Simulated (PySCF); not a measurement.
2-(methylthio)thiophene, C₅H₆S₂.
Numbering: `[CH3:1][S:2][c:3]1[cH:4][cH:5][cH:6][s:7]1`

Cartesian coordinates in Å at the GFN2-xTB level; atoms count from 1:
```xyz
13
C5H6S2 angstrom
C      2.5974   -0.1429    0.5750
S      1.7092   -0.2607   -1.0028
C      0.0544   -0.0612   -0.4720
C     -1.0437   -0.0712   -1.2814
C     -2.2458    0.1147   -0.5657
C     -2.0514    0.2631    0.7676
S     -0.3842    0.1807    1.1916
H      2.2684   -0.9379    1.2378
H      2.4144    0.8293    1.0237
H      3.6508   -0.2583    0.3416
H     -0.9842   -0.2073   -2.3453
H     -3.2150    0.1361   -1.0307
H     -2.7747    0.4163    1.5429
```

Definitions: NICS(0) = −σiso at the ring centroid; NICS(1) = −σiso and NICS(1)zz = −σzz at ±1 Å along the ring normal z. Level: GIAO PBE0/pcSseg-1 (PySCF, non-relativistic, gas phase) on the GFN2-xTB geometry, one conformer.

Ring bond lengths (Å), with Mayer bond orders in brackets: C3–C4 1.364 (1.51), C4–C5 1.411 (1.28), C5–C6 1.356 (1.60), C6–S7 1.722 (1.14), S7–C3 1.737 (1.11).

What do the NICS probes read (ppm)?

```csv
ring,type,NICS(0),"NICS(1), two faces","NICS(1)zz, two faces",rms pucker (Å),"centre to ring atoms, mean (Å)"
C3–C4–C5–C6–S7,5-membered ring with S; formal bonds all aromatic,-12.3,-10.8 / -10.8,-25.1 / -25.1,0.00,1.29
```

What do they say, and how far can they be read as aromaticity?

- C3–C4–C5–C6–S7: mean NICS(1)zz -25.1 ppm, shielded, aromatic by this magnetic criterion (flat ring, no four-coordinate atom).

How equal are the bonds by HOMA? HOMA = 1 − mean of α(R − Ropt)² over the ring bonds, with Krygowski's 1993 parameters (CC: Ropt 1.388 Å, α 257.7 Å⁻²; CS: Ropt 1.677 Å, α 94.09 Å⁻²).

- C3–C4–C5–C6–S7: HOMA 0.78; the largest term is that of S7–C3, α(R − Ropt)² = 0.34. The geometric and the magnetic index point the same way.

What is the mean of the two in-plane components of NICS at the second NICS(1) probe listed for ring C3–C4–C5–C6–S7, 1 Å off the ring?

The isotropic value is a third of the trace: (3 × -10.8 − (-25.1))/2 = -3.7 ppm.

Give the inner angles of the rings and the Hirshfeld charges of the ring atoms.

- C3–C4–C5–C6–S7: C3 111.5° (-0.053 e), C4 112.6° (-0.093 e), C5 113.0° (-0.072 e), C6 112.1° (-0.095 e), S7 90.9° (+0.104 e); sum 540.0° against 540° for a flat convex ring.

How shielded are the nuclei of the rings and their hydrogens (means over atoms taken as equivalent)?

| atoms | environment | σ isotropic (ppm) | principal values of the symmetric part, first atom (ppm) |
| --- | --- | --- | --- |
| C3 | substituted aromatic carbon | 33.5 | -37.1, 29.0, 108.6 |
| C4 | aromatic CH carbon | 62.8 | -16.5, 57.4, 147.6 |
| C5 | aromatic CH carbon | 54.2 | -28.3, 42.6, 148.4 |
| C6 | aromatic CH next to a ring sulfur | 58.4 | -25.1, 56.3, 144.0 |
| S7 | thiophene-type sulfur | 281.4 | 119.4, 331.2, 393.5 |
| H11 | aromatic hydrogen | 24.82 | 20.9, 24.5, 29.0 |
| H12 | aromatic hydrogen | 24.57 | 21.4, 24.6, 27.7 |
| H13 | aromatic hydrogen | 24.79 | 21.7, 24.3, 28.4 |
